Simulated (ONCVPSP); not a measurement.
Zn (Z = 30): variants of one ONCV potential

Base potential:

* Element: zinc
* Generator: ONCVPSP 4.0.1
* Type: optimised norm-conserving Vanderbilt (ONCV)
* Functional: LDA (Perdew-Zunger)
* Relativity: fully relativistic
* Frozen core: [Ne]
* Valence charge: 20
* Reference configuration: 3s2 3p6 3d10 4s0.5 (charge +1.5)
* Partial waves: 3s+4s: rc 1.10 bohr, ncon 4, nbas 8, qcut 12.4 1/bohr, 3 projectors, debl 2.7 Ha; 3p: rc 0.65 bohr, ncon 5, nbas 8, qcut 11.2 1/bohr, 2 projectors, debl 0.9 Ha; 3d: rc 1.50 bohr, ncon 3, nbas 8, qcut 12.1 1/bohr, 3 projectors, debl 3.5 Ha
* Local potential: polynomial inside 0.65 bohr (lpopt 5, dvloc0 0 Ha)
* Core correction: Teter function, parameters optimised by the program

Open shells are filled in proportion to 2j + 1.

In the p channel the program set the typed energies aside and used -3.581, 0.250 Ha (j = l + 1/2; the other j can differ).

Cutoffs, loose and tight: the cutoffs (Ha) at which the residual kinetic energy of the hardest occupied pseudo-wave falls to 1 and 0.1 mHa per electron. They do not see the model core or the augmentation charge, which bear on the density cutoff. Test errors are all-electron minus pseudo excitation energies from the reference, over the configurations 3s2 3p6 3d10 4s2; 3s2 3p6 3d10 4s1; 3s2 3p6 3d10 4s0; 3s2 3p5 3d10 4s2. A dash means not determined; rows that change the core or the reference have their own tests.

A true bound ghost makes a file unfit for plane-wave use even where its test errors are small: the radial tests pick states by their node count and pass the ghost by.

| change | outcome | cutoff, loose | cutoff, tight | bound ghosts | GHOST(+) flags above zero | largest test error (meV) |
| --- | --- | --- | --- | --- | --- | --- |
| base | generated, projector energies reset by the program | 255 Ha | 400 Ha | none | s | -269 |
| all radii but the core radius scaled by about 0.80 (s 0.88, p 0.52, d 1.20 bohr); local potential polynomial inside 0.52 bohr (lpopt 5, dvloc0 0 Ha) | generated, projector energies reset by the program | 716 Ha | 798 Ha | p3/2, p1/2 | s, p3/2, p1/2 | -185 |
| all radii but the core radius scaled by about 0.86 (s 0.94, p 0.56, d 1.28 bohr); local potential polynomial inside 0.56 bohr (lpopt 5, dvloc0 0 Ha) | generated, projector energies reset by the program | 540 Ha | 637 Ha | p3/2, p1/2 | s, d5/2, p1/2, d3/2 | -207 |
| all radii but the core radius scaled by about 1.07 (s 1.18, p 0.70, d 1.60 bohr); local potential polynomial inside 0.70 bohr (lpopt 5, dvloc0 0 Ha) | generated, projector energies reset by the program | 276 Ha | 372 Ha | none | s | -297 |
| all radii but the core radius scaled by about 1.23 (s 1.36, p 0.80, d 1.84 bohr); local potential polynomial inside 0.80 bohr (lpopt 5, dvloc0 0 Ha) | generated, projector energies reset by the program | 133 Ha | 283 Ha | none | none | -305 |
| all radii but the core radius scaled by about 1.32 (s 1.46, p 0.86, d 1.98 bohr); local potential polynomial inside 0.86 bohr (lpopt 5, dvloc0 0 Ha) | failed: ERROR pspot: first pseudo wave function has node, program will stop | – | – | – | – | – |

Question: What comes out with this change to the base: all radii but the core radius scaled by about 1.11 (s 1.22, p 0.72, d 1.68 bohr); local potential polynomial inside 0.72 bohr (lpopt 5, dvloc0 0 Ha)?

Answer: outcome: generated, projector energies reset by the program; cutoff, loose: 262 Ha; cutoff, tight: 352 Ha; bound ghosts: none; GHOST(+) flags above zero: s; largest test error (meV): -250.

Reading the sweep of the scale of all radii but the core radius (base = 1) (base included, trends over the rows without a ghost): The loose cutoff is not monotonic: lowest 133 Ha at 1.23, highest 276 Ha at 1.07. The median size of the test errors (rows with all tests solved) is not monotonic: lowest 3.1 meV at 1.11, highest 69.8 meV at 1. Bound ghosts are found at 0.8, 0.86. The generation fails at 1.32.
